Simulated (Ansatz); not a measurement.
`C=C[Se][Si](F)(F)F` + `N=[CH][SnH3]` → `F[Si](F)(F)[SnH3]` + `C=C[Se]C=N`  (redistribution)

Computed with Ansatz on PBE0-D4/def2-TZVP structures; ΔE is electronic, products minus reactants. CCSD(T)/CBS adds triple-zeta CCSD(T) − MP2 to the extrapolated MP2 energy (def2 sets, frozen cores). Functionals use def2-TZVPP. def2 core potentials past Kr. For Se, Sn outer-core shells are correlated without core-valence functions, which leaves a few kJ/mol of doubt a bond. Scalar relativity is left out up to krypton. Each species was taken in one conformer, which may not be the lowest.

| level | ΔE (kJ/mol) |
| --- | --- |
| B2PLYP | 22.1 |
| r2SCAN | 16.2 |
| SCS-MP2/def2-QZVPP | 33.5 |
| MP2/CBS(def2) | 32.2 |

Task: What does CCSD(T)/CBS give? (Estimate.)

Result: The calculation gave: +32.6 kJ/mol. The listed levels differ from it by -10.5, -16.4, 0.9, -0.4 kJ/mol.

Largest T1 diagnostic among the species: 0.014.

From PBE to PBE0 (25 % exact exchange), in def2-TZVPP and without D4, ΔE moves by +10.2 kJ/mol. The D4 term adds +5.9 kJ/mol with B3LYP and +3.2 kJ/mol with PBE0; it sums over pairs of atoms, weighted by their polarisabilities, and B3LYP, whose exchange is more repulsive, gets the larger term. In def2-TZVPP, CCSD(T) changes the Hartree–Fock value by −8.4 kJ/mol (the triples alone add −1.6 kJ/mol) and MP2 by −8.9 kJ/mol.

B3LYP here is the variant with VWN-RPA as its local correlation; programs differ in this.
